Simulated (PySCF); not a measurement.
Dipole moment and polarisability of `Cc1coc(C(=O)F)c1`

Species: C6H5FO2.
Atom-mapped SMILES: `[CH3:1][c:2]1[cH:3][o:4][c:5]([C:6](=[O:7])[F:8])[cH:9]1` (hydrogens: H10, H11, H12 on C1; H13 on C3; H14 on C9)

Structure used (GFN2-xTB), in Å, numbered top down from 1:
```xyz
14
C6H5FO2 angstrom
C     -2.267    0.468   -0.027
C     -0.870   -0.036    0.056
C     -0.453   -1.307    0.374
O      0.873   -1.412    0.340
C      1.358   -0.199   -0.006
C      2.785   -0.015   -0.124
O      3.678   -0.776    0.038
F      3.060    1.281   -0.487
C      0.314    0.686   -0.193
H     -2.847    0.129    0.829
H     -2.749    0.095   -0.930
H     -2.274    1.554   -0.055
H     -1.011   -2.186    0.634
H      0.402    1.716   -0.471
```

Level: CAM-B3LYP/def2-SVPD (PySCF), static field, nuclei fixed, core orbitals frozen in the response. The polarisability tensor in these axes (au):

```
x   110.73  -1.51  -2.28
y    -1.51  73.20  -6.79
z    -2.28  -6.79  49.95
```

Q: Diagonalise the tensor; give its mean and Δα, where Δα² is half the sum of the squared differences of the eigenvalues.

A: Principal values 48.01, 75.02 and 110.86 au; mean 77.96 au = 11.55 Å³ = 12.85 × 10⁻⁴⁰ C²·m²/J; Δα = 54.61 au (70 % of the mean).

Q: What is the dipole moment, and where does it point?

A: (-5.31, 0.57, 0.07) D, 5.35 D in size, pointing from the negative to the positive side. Measured along this direction, the outermost atoms are O7 at the negative end and H10 at the positive end.

Q: Orientational against electronic polarisability at 298 K (dilute gas, rigid molecules)?

A: In Gaussian units μ²/3kT = 231.52 Å³ against 11.55 Å³, a ratio of 20.04; the Debye molar polarisation (4π/3)N_A(α + μ²/3kT) is 613.2 cm³/mol, leaving out the vibrational part.

Q: Refractivity n − 1 of an ideal gas of it at 500 K and 1 atm, from the electronic α?

A: N = p/kT = 1.4678 × 10¹⁹ cm⁻³, so n − 1 = 2π × N × 11.55 × 10⁻²⁴ cm³ = 1065 × 10⁻⁶ at long wavelengths.

Q: In TDDFT the mean static polarisability is Σ f/ω² over all singlet excitations (ω in hartree). How much of it do the 8 lowest give? Their energies (eV) and oscillator strengths: 5.11, 0.3350; 5.50, 0.0001; 6.16, 0.0783; 6.88, 0.0007; 7.33, 0.2773; 7.55, 0.0050; 7.76, 0.0005; 7.84, 0.0128.

A: They add up to 15.10 au, 19.4 % of the 77.96 au; the largest single term is 9.51 au, from the state at 5.11 eV. Terms in order: 9.51, 0.00, 1.53, 0.01, 3.82, 0.06, 0.01, 0.15 au. Higher excitations give the rest. The strengths listed sum to 0.710.

Q: Traceless (Buckingham) quadrupole moment about the centre of nuclear charge: eigenvalues?

A: -5.97, 1.61, 4.35 D·Å. The values depend on the origin, since the dipole doesn't vanish. The electronic extent ⟨r²⟩ about the same centre is 1280 bohr², a root-mean-square distance of 2.33 Å for the 66 electrons.

Q: Find the Langevin capture rate constant for NO+ (29.998 u) meeting this molecule (128.027 u), k = 2.342 × 10⁻⁹ cm³/s × √(α in Å³ / reduced mass in u).

A: The reduced mass is 24.30 u, so k = 1.61 × 10⁻⁹ cm³/s. The formula leaves out the permanent dipole, which adds to the capture rate.

Geometry: GFN2-xTB, one conformer, isolated molecule. GFN2-xTB frequencies show an imaginary mode (49i cm⁻¹), so this geometry is no minimum at that level.

The run behind these numbers computed excited states as well. The run took about 2.1 min of CPU time (one thread, shared machine).
